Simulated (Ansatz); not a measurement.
Job for Ansatz (a first-principles code): R-CCSD(T)/def2-SVPD on AsH7OSi (a complex), monomers drawn apart or pushed together. The run froze 20 orbitals, filled d shells among them.

Ansatz 0.2 input:
```yaml
crystal:
  periodic: [false, false, false]
  atoms:
    - {symbol: As, position_ang: [-0.37087047, -0.12669010, -0.24454212]}
    - {symbol: H, position_ang: [-1.82746168, -0.18720242, -0.67450692]}
    - {symbol: H, position_ang: [0.14982197, -0.50947290, -1.62037825]}
    - {symbol: H, position_ang: [-0.25696793, 1.36491626, -0.51510325]}
    - {symbol: O, position_ang: [1.01580092, -1.42940850, 3.92067061]}
    - {symbol: Si, position_ang: [0.89290203, -0.17079662, 4.97731211]}
    - {symbol: H, position_ang: [0.75684996, -1.26138220, 3.00517511]}
    - {symbol: H, position_ang: [1.77787677, 0.96068890, 4.59868423]}
    - {symbol: H, position_ang: [1.29797309, -0.69425978, 6.29757944]}
    - {symbol: H, position_ang: [-0.49531234, 0.35316672, 5.05362554]}
basis:
  gaussian:
    orbitals: def2-SVPD
magnetization: {spin_polarized: false}
correlation: {method: ccsd_t, electrons: outside_noble_gas}
scf: {lower_state_search: off}
```

Output:

```
Functional definition: HF
[...]
these checks for a lower state are left out or cut short: stability, starts, cluster_reference, orbital_swaps, neighbouring_geometries, increment
integrals: 0.34 GiB planned
1365 factors; integrals over basis functions are off by at most 1.1e-3 eV
mean field: 0.54 GiB planned
mean field evaluation 1: about -70792.2773 eV, gradient 3.4e1 eV
mean field evaluation 2: about -70792.3336 eV, gradient 3.4e1 eV
mean field evaluation 4: about -70794.9423 eV, gradient 2.9e0 eV
mean field evaluation 8: about -70794.9842 eV, gradient 1.1e-1 eV
mean field -70794.98433606 eV, -2601.6676877862 hartree, gradient 9.2e-7 eV, S^2 0.000000; 0 other end points of the search recorded, 0 dependent functions left out
20 core orbitals not correlated
reference -70794.98433606 eV, -2601.6676877862 hartree; 11, 11 occupied and 110, 110 virtual orbitals, 1365 factors
second order -12.06507755 eV of doubles, -0.00000000 eV of singles
coupled cluster: 0.75 GiB planned
cycle   1  -13.03695626 eV  change   -9.7e-1 eV  update   9.4e-2
cycle   2  -13.48638527 eV  change   -4.5e-1 eV  update   3.0e-2
cycle   3  -13.57731669 eV  change   -9.1e-2 eV  update   1.4e-2
cycle   4  -13.57229251 eV  change    5.0e-3 eV  update   3.3e-3
cycle   5  -13.57167041 eV  change    6.2e-4 eV  update   1.1e-3
cycle   6  -13.57167407 eV  change   -3.7e-6 eV  update   3.7e-4
cycle   7  -13.57150020 eV  change    1.7e-4 eV  update   1.3e-4
cycle   8  -13.57149192 eV  change    8.3e-6 eV  update   4.8e-5
cycle   9  -13.57151244 eV  change   -2.1e-5 eV  update   1.7e-5
perturbative correction -0.33653996 eV, -0.0123676156 hartree
Total energy: -70808.89238846 eV, -2602.1787992847 hartree
Checks for a lower state left out: stability, starts, cluster_reference, orbital_swaps, neighbouring_geometries, increment
```

The calculation finished and met its thresholds.

Cost: roughly 17 core-seconds.
